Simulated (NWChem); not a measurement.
System: ZnH2; SMILES [ZnH2]

NWChem input:

```
start job
memory heap 200 mb stack 900 mb global 1100 mb
geometry units angstroms noautosym nocenter noautoz
  Zn     0.000000     0.000000     0.000000
  H      0.000000     0.000000    -1.550130
  H      0.000000     0.000000     1.550130
end
basis spherical
  * library def2-svpd
end
dft
  xc b3lyp
  iterations 150
  vectors input atomic output neutral.movecs
end
task dft energy
charge 1
dft
  odft
  mult 2
  vectors input atomic output cation.movecs
end
task dft energy
charge -1
dft
  odft
  mult 2
  vectors input atomic output anion.movecs
end
task dft energy
```

Output (shortened):

```
             Northwest Computational Chemistry Package (NWChem) 7.3.0
             --------------------------------------------------------

                             Geometry "geometry" -> ""
                             -------------------------

 Output coordinates in angstroms (scale by  1.889725989 to convert to a.u.)

  No.       Tag          Charge          X              Y              Z
 ---- ---------------- ---------- -------------- -------------- --------------
    1 Zn                  30.0000     0.00000000     0.00000000     0.00000000
    2 H                    1.0000     0.00000000     0.00000000    -1.55013000
    3 H                    1.0000     0.00000000     0.00000000     1.55013000

 Effective nuclear repulsion energy (a.u.)      20.6532507367

                                 NWChem DFT Module
                                 -----------------

 Summary of "ao basis" -> "ao basis" (spherical)
 ------------------------------------------------------------------------------
       Tag                 Description            Shells   Functions and Types
 ---------------- ------------------------------  ------  ---------------------
 Zn                        def2-svpd                12       34   5s4p2d1f
 H                         def2-svpd                 4        8   2s2p

            General Information
            -------------------
          SCF calculation type: DFT
          Wavefunction type:  closed shell.
          No. of atoms     :     3
          No. of electrons :    32
           Alpha electrons :    16
            Beta electrons :    16
          Charge           :     0
          Spin multiplicity:     1
          Use of symmetry is: off; symmetry adaption is: off
          Maximum number of iterations: 150
          AO basis - number of functions:    50
                     number of shells:    20
          Convergence on energy requested:  1.00D-06
          Convergence on density requested:  1.00D-05
          Convergence on gradient requested:  5.00D-04

              XC Information
              --------------
                         B3LYP Method XC Potential
                     Hartree-Fock (Exact) Exchange  0.200
                        Slater Exchange Functional  0.800 local
                    Becke 1988 Exchange Functional  0.720 non-local
              Lee-Yang-Parr Correlation Functional  0.810
                  VWN I RPA Correlation Functional  0.190 local

             Grid Information
             ----------------
          Grid used for XC integration:  medium
          Radial quadrature: Mura-Knowles
          Angular quadrature: Lebedev.
          Tag              B.-S. Rad. Rad. Pts. Rad. Cut. Ang. Pts.
          ---              ---------- --------- --------- ---------
          Zn                  1.35      112           8.0       590
          H                   0.35       45          10.0       434
          Grid pruning is: on
          Number of quadrature shells:   202
          Spatial weights used:  Erf1

      Superposition of Atomic Density Guess
      -------------------------------------

 Sum of atomic energies:       -1778.56016643

      Non-variational initial energy
      ------------------------------

 Total energy =   -1778.659160
 1-e energy   =   -2525.923117
 2-e energy   =     726.610706
 HOMO         =      -0.308001
 LUMO         =       0.041585

   convergence    iter        energy       DeltaE   RMS-Dens  Diis-err
 ---------------- ----- ----------------- --------- --------- ---------
 d= 0,ls=0.0,diis     1  -1780.3492183897 -1.80D+03  1.79D-02  6.19D-02
 d= 0,ls=0.0,diis     2  -1780.3607210900 -1.15D-02  2.06D-03  3.79D-02
 d= 0,ls=0.0,diis     3  -1780.3622303226 -1.51D-03  1.22D-03  8.54D-03
 d= 0,ls=0.0,diis     4  -1780.3627907009 -5.60D-04  3.62D-04  2.34D-04
 d= 0,ls=0.0,diis     5  -1780.3628098471 -1.91D-05  1.68D-05  6.95D-07
 d= 0,ls=0.0,diis     6  -1780.3628099348 -8.77D-08  4.72D-06  1.19D-08

         Total DFT energy =    -1780.362809934762
      One electron energy =    -2523.327371916205
           Coulomb energy =      794.175949049777
    Exchange-Corr. energy =      -71.864637805035
 Nuclear repulsion energy =       20.653250736701

 Numeric. integr. density =       32.000027043541

                       DFT Final Molecular Orbital Analysis
                       ------------------------------------

 Vector   14  Occ=2.000000D+00  E=-5.046481D-01
              MO Center= -6.8D-10,  8.0D-10, -3.7D-09, r^2= 3.0D-01
   Bfn.  Coefficient  Atom+Function         Bfn.  Coefficient  Atom+Function
  ----- ------------  ---------------      ----- ------------  ---------------
    21      0.599050  1 Zn d  1              19      0.586721  1 Zn d -1
    26      0.218446  1 Zn d  1              24      0.213950  1 Zn d -1
    40      0.027790  2 H  px                48     -0.027790  3 H  px
    41     -0.027218  2 H  py                49      0.027218  3 H  py

 Vector   15  Occ=2.000000D+00  E=-3.471480D-01
              MO Center= -9.2D-09,  7.2D-10, -3.3D-08, r^2= 2.3D+00
   Bfn.  Coefficient  Atom+Function         Bfn.  Coefficient  Atom+Function
  ----- ------------  ---------------      ----- ------------  ---------------
     4      0.763639  1 Zn s                  3     -0.345388  1 Zn s
    20     -0.251553  1 Zn d  0              35      0.226186  2 H  s
    43      0.226186  3 H  s                 25     -0.079499  1 Zn d  0
     2      0.076276  1 Zn s                  5      0.062520  1 Zn s
    36      0.052455  2 H  s                 44      0.052455  3 H  s

 Vector   16  Occ=2.000000D+00  E=-2.854581D-01
              MO Center=  5.0D-09,  2.3D-09,  4.8D-08, r^2= 3.1D+00
   Bfn.  Coefficient  Atom+Function         Bfn.  Coefficient  Atom+Function
  ----- ------------  ---------------      ----- ------------  ---------------
    14      0.410123  1 Zn pz                35     -0.332909  2 H  s
    43      0.332909  3 H  s                 11     -0.171265  1 Zn pz
    36     -0.111363  2 H  s                 44      0.111363  3 H  s
    17      0.106473  1 Zn pz                42      0.064365  2 H  pz
    50      0.064365  3 H  pz                 8      0.056220  1 Zn pz

 Vector   17  Occ=0.000000D+00  E=-3.549139D-02
              MO Center=  2.1D-08,  2.2D-08,  5.2D-09, r^2= 5.4D+00
   Bfn.  Coefficient  Atom+Function         Bfn.  Coefficient  Atom+Function
  ----- ------------  ---------------      ----- ------------  ---------------
    16      0.495752  1 Zn py                15      0.428606  1 Zn px
    13      0.322109  1 Zn py                12      0.278481  1 Zn px
    10     -0.122529  1 Zn py                 9     -0.105933  1 Zn px
     7      0.039638  1 Zn py                 6      0.034269  1 Zn px

 Vector   18  Occ=0.000000D+00  E=-3.549139D-02
              MO Center= -3.5D-08,  3.1D-08, -3.1D-09, r^2= 5.4D+00
   Bfn.  Coefficient  Atom+Function         Bfn.  Coefficient  Atom+Function
  ----- ------------  ---------------      ----- ------------  ---------------
    15      0.495752  1 Zn px                16     -0.428606  1 Zn py
    12      0.322109  1 Zn px                13     -0.278481  1 Zn py
     9     -0.122529  1 Zn px                10      0.105933  1 Zn py
     6      0.039638  1 Zn px                 7     -0.034269  1 Zn py

 Vector   19  Occ=0.000000D+00  E= 2.488331D-02
              MO Center=  2.8D-08, -2.4D-08, -1.8D-08, r^2= 5.0D+00
   Bfn.  Coefficient  Atom+Function         Bfn.  Coefficient  Atom+Function
  ----- ------------  ---------------      ----- ------------  ---------------
     5      1.080215  1 Zn s                 36     -0.677719  2 H  s
    44     -0.677719  3 H  s                 35     -0.258052  2 H  s
    43     -0.258052  3 H  s                  4      0.223263  1 Zn s
    20      0.217818  1 Zn d  0               3     -0.184527  1 Zn s
    42      0.175005  2 H  pz                50     -0.175005  3 H  pz

     Multipole analysis of the density
     ---------------------------------

     L   x y z        total         alpha         beta         nuclear
     -   - - -        -----         -----         ----         -------
     0   0 0 0     -0.000000    -16.000000    -16.000000     32.000000

     1   1 0 0      0.000000      0.000000      0.000000      0.000000
     1   0 1 0     -0.000000     -0.000000     -0.000000      0.000000
     1   0 0 1     -0.000000     -0.000000     -0.000000      0.000000

     2   2 0 0    -11.149916     -5.574958     -5.574958      0.000000
     2   1 1 0     -0.000000     -0.000000     -0.000000      0.000000
     2   1 0 1      0.000000      0.000000      0.000000      0.000000
     2   0 2 0    -11.149916     -5.574958     -5.574958      0.000000
     2   0 1 1      0.000000      0.000000      0.000000      0.000000
     2   0 0 2    -16.394364    -16.778103    -16.778103     17.161842

                                 NWChem DFT Module
                                 -----------------

            General Information
            -------------------
          SCF calculation type: DFT
          Wavefunction type:  spin polarized.
          No. of atoms     :     3
          No. of electrons :    31
           Alpha electrons :    16
            Beta electrons :    15
          Charge           :     1
          Spin multiplicity:     2
          Use of symmetry is: off; symmetry adaption is: off
          Maximum number of iterations: 150
          AO basis - number of functions:    50
                     number of shells:    20
          Convergence on energy requested:  1.00D-06
          Convergence on density requested:  1.00D-05
          Convergence on gradient requested:  5.00D-04

[...]
```

Level: B3LYP/def2-SVPD, vertical spin-unrestricted ions. Coordinates come from a PBE0/def2-SVP optimisation.
